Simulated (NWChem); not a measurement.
System: AlSi2H6F; SMILES [F][Al]([SiH3])[SiH3]

Input file for NWChem:

```
start job
memory heap 200 mb stack 900 mb global 1100 mb
geometry units angstroms noautosym nocenter noautoz
  Al    -0.451813     0.000184    -0.002915
  F     -2.122737    -0.002228    -0.010160
  Si     0.635125     2.213937     0.059481
  H      2.016196     2.152458    -0.502137
  H      0.756350     2.698454     1.467025
  H     -0.123224     3.244483    -0.705819
  Si     0.638029    -2.212495    -0.054738
  H      2.041940    -2.134852     0.444658
  H      0.697401    -2.737692    -1.451470
  H     -0.084643    -3.220737     0.772613
end
basis spherical
  * library pcsseg-1
end
dft
  xc kt2
  iterations 150
end
property
  shielding
end
task dft property
```

Structure relaxed at the B3LYP/6-31G* (spherical d) level.

GIAO values for the isolated, static molecule; σ is the absolute isotropic shielding, δ = σ(reference) − σ with the isolated reference molecule computed at the same levels (19F: trichlorofluoromethane, 1H: tetramethylsilane, 29Si: tetramethylsilane).

Atoms are numbered as in the input.

Task: Give the results of this calculation. (KT2/pcSseg-1, GIAO.) Quantities: σ Al1 (ppm); δ F2 (ppm); δ Si3 (ppm); δ H4 (rotor mean) (ppm); δ Si7 (ppm); δ H8 (rotor mean) (ppm).

Result: 
```
Property                  Value
-----------------------  ------
σ Al1 (ppm)               305.5
δ F2 (ppm)                -94.8
δ Si3 (ppm)              -130.8
δ H4 (rotor mean) (ppm)    3.20
δ Si7 (ppm)              -131.0
δ H8 (rotor mean) (ppm)    3.20
```
